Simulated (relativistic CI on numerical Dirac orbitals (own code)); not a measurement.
## Ir¹⁶⁺: q coefficients and field-shift factors

Calculated at this level of theory: Dirac-Coulomb-Breit CI, KLI orbitals optimised for each configuration, derivatives by finite differences, unscaled Slater integrals, QED left out (own radial code, finite nucleus).

Configuration list (outside the closed core [Kr] 4d10): 4f13 5s2, 4f14 5s, 4f13 5s 5p, 4f14 5p, 4f12 5s2 5p, 4f13 5s 5d, 4f12 5s 5p2, 4f13 5p2, 4f12 5p3. Double excitations out of closed p, d and f shells are left out; levels of such configurations are missing from the list, as are those of other unlisted configurations, and high levels can miss mixing partners.

With x = (α/α₀)² − 1 an excitation energy changes as ω = ω₀ + qx; K = 2q/ω₀ is the relative enhancement. Terms are leading LS components, so labels can repeat. The field-shift factor is F = δν/δ⟨r²⟩ for the transition from the lowest level.

Lowest level 4f13 5s2 2F°_7/2.

```tsv
Level	ω₀ (cm⁻¹)	q (cm⁻¹)	F (GHz/fm²)
4f13 5s2 2F°_5/2	24642	22400	1.58
4f14 5s 2S_1/2	38655	361400	-563
4f13 5s 5p 4D_7/2	271741	46340	-502
4f12 5s2 5p 4G°_11/2	274446	-328400	79.8
4f12 5s2 5p 2I°_13/2	280137	-328900	80
4f12 5s2 5p 2F°_7/2	285961	-330600	80.1
4f12 5s2 5p 2G°_9/2	289296	-329300	80
4f13 5s 5p 2G_7/2	292895	60860	-507
4f13 5s 5p 4G_5/2	295102	64060	-502
4f13 5s 5p 4G_9/2	296429	56560	-505
4f12 5s2 5p 4I°_11/2	300844	-307700	81.4
4f12 5s2 5p 4G°_9/2	301485	-306300	81.2
4f13 5s 5p 2F_5/2	303183	62370	-506
```

At this charge transitions that keep the count of f electrons are usually good to a few per cent. Terms inside the open d or f shell come out 10 to 20 % too wide with unscaled integrals. Levels that differ in their count of f electrons can be misplaced by several ten thousand cm⁻¹, since the correlation energy of f electrons is missing or only estimated; rates across such gaps can be off by orders of magnitude.

Q: Which transition from the lowest level has the largest |K|?

A: 4f14 5s 2S_1/2 at 38655 cm⁻¹, K = 18.7.
